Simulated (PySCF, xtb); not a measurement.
B₂H₄O, SMILES BOB.

Harmonic wavenumbers (cm⁻¹) from xtb 6.7.1 with GFN2-xTB at its own minimum, in rising order: 230, 230, 565, 883, 883, 953, 953, 1003, 1195, 1266, 1650, 2537, 2544, 2551, 2551.

Task: What does PBE-D3(BJ)/def2-TZVP (PySCF) give at its own minimum? (The exact figures need the calculation; the answer reports its results.)

Result: 149, 149, 474, 945, 964, 964, 994, 994, 1194, 1260, 1549, 2502, 2521, 2605, 2605. Paired by order, the mean absolute difference is 49 cm⁻¹ and the zero-point energies are 28.6 and 28.4 kcal/mol.
